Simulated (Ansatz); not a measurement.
Species: heptafluorocyclopentane, C5H3F7, net charge 0, singlet state. 
Structure (B3LYP-D3(BJ)/def2-TZVP (Ansatz, a program for electronic structure) minimum search):
```
C
F 1 1.3469
F 1 1.3552 2 108.35
C 1 1.5326 2 113.79 3 123.18
F 4 1.3749 1 111.40 2 -78.10
H 4 1.0909 5 108.15 1 -118.91
C 4 1.5349 6 112.40 5 124.05
H 7 1.0867 4 112.59 6 -27.85
H 7 1.0890 8 109.19 4 121.07
C 7 1.5349 8 110.69 9 119.56
F 10 1.3542 7 112.61 8 1.01
F 10 1.3565 11 107.40 7 122.92
C 1 1.5463 2 112.55 3 -120.32
F 13 1.3368 1 113.68 2 74.39
F 13 1.3571 14 108.99 1 120.43
```

Dipole moments at this geometry, in debye (magnitudes).

```json
[
 {"level": "PBE/def2-TZVPD", "program": "Ansatz", "dipole (D)": "2.38"},
 {"level": "B97M-V/def2-TZVPD", "program": "Ansatz", "dipole (D)": "?"},
 {"level": "HSE06/def2-TZVPD", "program": "Ansatz", "dipole (D)": "2.53"},
 {"level": "wB97M-V/def2-TZVPD", "program": "Ansatz", "dipole (D)": "2.55"},
 {"level": "wB97X-V/def2-TZVPD", "program": "Ansatz", "dipole (D)": "?"}
]
```

Task: Complete the blanks.

Result: 
- B97M-V/def2-TZVPD, dipole (D): 2.42
- wB97X-V/def2-TZVPD, dipole (D): 2.56
